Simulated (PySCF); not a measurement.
# EPR parameters of [C7H8O]+

Species: C₇H₈O (charge +1 and doublet state).
Atom-mapped SMILES: `[CH2+:1][C:2]([CH3:3])[C:4]#[C:5][C:6]([CH3:7])=[O:8]` (hydrogens: H9, H10 on C1; H11, H12, H13 on C3; H14, H15, H16 on C7)

Geometry (GFN2-xTB, Å), atoms numbered from 1 in this order:
```
atom  x, y, z in Å
C1    -2.1925   -1.4793    0.0912
C2    -1.5811   -0.2671   -0.0265
C3    -2.2418    0.9218   -0.6159
C4    -0.2700   -0.1137    0.4371
C5     0.8134    0.0837    0.9573
C6     2.1310    0.2647    1.4724
C7     3.0896    0.1016    0.2902
O8     2.4747    0.5074    2.5822
H9    -1.7256   -2.3087    0.5974
H10   -3.1699   -1.6437   -0.3342
H11   -2.8713    0.6237   -1.4548
H12   -1.5257    1.6775   -0.9288
H13   -2.9102    1.3752    0.1223
H14    3.1710    1.0777   -0.1908
H15    2.7411   -0.6260   -0.4376
H16    4.0596   -0.1858    0.6945
```

The hyperfine couplings belong to this conformer and change with its torsions.

The calculation used UKS B3LYP, pcH-1 on C H O, non-relativistic, mean-field spin-orbit, GIAO in PySCF. Isolated species at its GFN2-xTB geometry (one conformer only). The geometry wasn't refined by DFT: couplings that depend on bond lengths, twists or pyramidal angles can differ widely from those at the functional's own minimum, by a factor of two or more for some ions and for spin on atoms past the first row. The SCF solution wasn't tested for stability.

```
g1, g2, g3                      : 2.00206, 2.00262, 2.00357
g_iso                           : 2.00275
Form of g                       : rhombic: the two nearest values differ by 37 % of g3 − g1
⟨S²⟩                            : 0.7636 (exact 0.7500)
α and β electrons               : 29, 28
HOMO–LUMO gap, α and β orbitals : 4.71, 1.16 eV
Basis functions                 : 280
```

Isotropic coupling and dipolar principal values T1 to T3, in 10⁻⁴ cm⁻¹ (1 × 10⁻⁴ cm⁻¹ = 2.998 MHz):

| atom | isotope | a_iso | T1 | T2 | T3 | Mulliken spin population |
| --- | --- | --- | --- | --- | --- | --- |
| C1 | 13C | 12.2 | -13.9 | -13.8 | 27.7 | 0.52 |
| C2 | 13C | -3.8 | -3.2 | -1.8 | 5.0 | 0.07 |
| C3 | 13C | -1.3 | -0.8 | -0.2 | 1.0 | 0.01 |
| C4 | 13C | -3.6 | -4.5 | -1.7 | 6.3 | 0.04 |
| C5 | 13C | 9.1 | -8.6 | -8.2 | 16.9 | 0.28 |
| C6 | 13C | -4.7 | -1.5 | -0.2 | 1.7 | -0.01 |
| C7 | 13C | 10.8 | -2.5 | -2.4 | 4.9 | 0.06 |
| O8 | 17O | -0.9 | -5.5 | 2.2 | 3.3 | 0.05 |
| H9 | 1H | -11.1 | -6.1 | -1.1 | 7.2 | -0.02 |
| H10 | 1H | -11.2 | -6.5 | -1.0 | 7.5 | -0.02 |
| H11 | 1H | 5.8 | -1.0 | -0.2 | 1.2 | 0.00 |
| H12 | 1H | 1.3 | -0.7 | -0.1 | 0.8 | 0.00 |
| H13 | 1H | 12.6 | -1.0 | -0.4 | 1.4 | 0.01 |
| H14 | 1H | -0.1 | -1.2 | -0.1 | 1.3 | 0.00 |
| H15 | 1H | -0.9 | -1.7 | -0.2 | 1.9 | 0.00 |
| H16 | 1H | 9.8 | -1.2 | -0.4 | 1.6 | 0.01 |

Largest spin populations (Mulliken): C1 (+0.52), C5 (+0.28) and C2 (+0.07). The angles at C1 add up to 360.0°, so it is planar.

C2, the radical centre as drawn in `[CH2+][C](C)C#CC(C)=O`, holds a spin population of +0.07 out of 1.

Axes: g3 points within 5° of the C1–C2 bond.

Under fast tumbling the dipolar parts average out, and these isotropic splittings remain: 1 × 1H (H10, I = 1/2, 2 lines) with 1.20 mT, 1 × 1H (H9, I = 1/2, 2 lines) with 1.19 mT, 3 × 1H (H11/H12/H13, I = 1/2, 4 lines) with 0.70 mT and 3 × 1H (H14/H15/H16, I = 1/2, 4 lines) with 0.31 mT.

Class means assume fast exchange of nuclei equivalent by connectivity; if that motion is slow, each nucleus keeps its own coupling. H9 and H10 aren't averaged: C1 is flat or nearly so (angle sum 360°), and its turn about the short C1–C2 bond (1.36 Å) is taken as slow. The three 1H nuclei of mean +19.7 MHz run from 3.8 to 37.9 MHz in the frozen geometry. The three 1H nuclei of mean +8.8 MHz run from -2.8 to 29.4 MHz in the frozen geometry.

The 13C coupling of C1 (36.6 MHz) shows only in satellite lines or after enrichment, since that isotope makes up about 1.07 % of natural carbon.

Examples of negative spin density at the nucleus (bohr⁻³): C6 (-0.0126), C2 (-0.0102) and C4 (-0.0096).
